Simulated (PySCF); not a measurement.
## Ionisation energy of Sb by level of theory

Sb [Kr] 4d10 5s2 5p3 (4S) → Sb⁺ [Kr] 4d10 5s2 5p2 (3P), as a difference of total energies. Computed with PySCF 2.14 in def2-SVP with the def2 core potential (28 electrons) (4s4p2d, 26 functions), with a scalar-relativistic core potential. Correlated levels: valence: 4s2 4p6 4d10 frozen. The calculations carry no spin-orbit coupling.

Problem. Order these methods by the ionisation energy they give, lowest first.
A. CCSD (valence)
B. SCS-MP2 (valence)
C. UHF
D. r2SCAN

Solution. C (8.595 eV), B (8.780 eV), A (8.841 eV), D (9.181 eV).

Errors of the correlated levels include the incompleteness of this basis and the frozen core.

For comparison: 9.124 eV (measured; NIST levels, between the centres of gravity of the two terms).
